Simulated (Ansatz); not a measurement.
Computed with Ansatz on PBE0-D4/def2-TZVP structures; ΔE is electronic, products minus reactants. CCSD(T)/CBS adds triple-zeta CCSD(T) − MP2 to the extrapolated MP2 energy (def2 sets, frozen cores). Functionals use def2-TZVPP. For Ge outer-core shells are correlated without core-valence functions, which leaves a few kJ/mol of doubt a bond. Scalar relativity is left out up to krypton. Each species was taken in one conformer, which may not be the lowest.

Reaction (redistribution): `C=N[SiH](F)F` + `O[SiH2][O][GeH3]` → `O[SiH2]O[SiH](F)F` + `C=[N][GeH3]`

| level | ΔE (kJ/mol) |
| --- | --- |
| ωB97X-V | -41.4 |
| B2PLYP | -44.9 |
| PBE | -42.6 |
| r2SCAN | -44.9 |
| HF/def2-TZVPP | -43.7 |
| HF/def2-QZVPP | -44.3 |
| MP2/def2-QZVPP | -47.4 |
| MP2/CBS(def2) | -47.6 |

Question: What does CCSD(T)/CBS give? (An estimate is asked.)

Answer: The calculation gave: -47.2 kJ/mol. The listed levels differ from it by 5.8, 2.3, 4.6, 2.3, 3.5, 2.9, -0.2, -0.4 kJ/mol.

Largest T1 diagnostic among the species: 0.013.
